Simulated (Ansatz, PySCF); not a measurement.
GeH3, SMILES [GeH3-], charge -1.

Geometry: r2SCAN-D4/def2-TZVPD.

Estimates of the vertical detachment energy (IE) of the anion in eV. Rows of orbital energies are one-electron estimates, which approximate functionals can put far too low.

| level | IE |
|---|---|
| −ε(HOMO), −ε(LUMO), PBE0/def2-TZVPD (PySCF) | -0.03 |
| −ε(HOMO), −ε(LUMO), HF/def2-TZVPD (PySCF) | 2.04 |
| −ε(HOMO), −ε(LUMO), PBE/def2-TZVPD (PySCF) | -0.95 |
| ADC(2)/aug-cc-pVDZ (PySCF) | 1.82 |
| ΔSCF, ωB97X-V/def2-TZVPD (Ansatz), final states of multiplicity 2 | 2.12 |
| ΔSCF, PBE/def2-TZVPD (Ansatz), final states of multiplicity 2 | 2.09 |

Problem. What vertical singlet–triplet gap does ΔSCF give with ωB97X-V/def2-TZVPD (Ansatz, a first-principles code) and with PBE/def2-TZVPD (Ansatz)? (An estimate is asked for; the answer gives what the named calculation found.)

Solution. 3.77 and 3.34 eV (triplet above singlet where positive).

Problem. Beyond the first one, list the lowest photoelectron lines from ADC(2)/aug-cc-pVDZ run with PySCF with their pole strengths (two spins summed). (Estimate from the structure and the level; the computed values follow.)

Solution. 4.82 eV (1.79), 4.82 eV (1.79).
